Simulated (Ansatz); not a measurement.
Relaxation of Al2H5PS2 (10 atoms, charge 0, multiplicity 1), to a largest force component of 0.015 eV/Å in at most 40 steps.

All numbers below come from Ansatz 0.2.0, RKS PBE0/def2-SVP.

```xyz
10
Properties=species:S:1:pos:R:3
Al -1.510 1.620 1.162
Al -0.481 -0.407 0.298
S -1.728 -1.933 -0.858
S 1.816 -0.723 0.617
P 2.236 0.267 -1.240
H -3.119 1.923 0.906
H -0.664 2.754 1.940
H -1.973 -2.616 0.329
H 0.897 0.613 -1.459
H 2.580 1.488 -0.533
```

Task: Where does it end, and by what steps?

Result: The forces met the threshold. The force dipped under the threshold on the way, but the program's further checks kept it going. After 37 steps the energy has fallen by 0.833 eV; H8 moved furthest, 1.68 Å.

```
step  energy less start (eV)  largest force component (eV/Å)  accepted
   0                  0.0000                           1.558       yes
   2                 -0.4394                           0.242       yes
   4                 -0.5430                           0.594       yes
   6                 -0.6626                           0.383       yes
   8                 -0.7731                           0.232       yes
  10                 -0.7959                           0.314       yes
  12                 -0.8119                           0.060       yes
  14                 -0.8152                           0.039       yes
  16                 -0.8161                           0.032       yes
  18                 -0.8171                           0.059       yes
  20                 -0.8186                           0.115       yes
  22                 -0.8208                           0.086       yes
  24                 -0.8225                           0.073       yes
  26                 -0.8246                           0.037       yes
  28                 -0.8269                           0.111       yes
  30                 -0.8285                           0.237        no
  32                 -0.8308                           0.142       yes
  34                 -0.8324                           0.009       yes
  36                 -0.8330                           0.026       yes
  37                 -0.8332                           0.014       yes
```

```xyz
10
Properties=species:S:1:pos:R:3
Al -1.475 2.008 1.267
Al -0.628 -0.267 0.415
S -1.747 -1.600 -0.935
S 1.385 -0.950 1.076
P 2.127 0.186 -0.581
H -2.753 2.133 2.213
H -0.686 3.347 0.898
H -0.818 -2.583 -0.888
H 1.524 -0.518 -1.674
H 1.125 1.231 -0.628
```

Whether the end is a true minimum wasn't checked by a vibrational analysis.

The run took 90 s on 2 threads of Intel(R) Xeon(R) Platinum 8488C (Sapphire Rapids), on a shared host, peak memory 0.31 GiB.
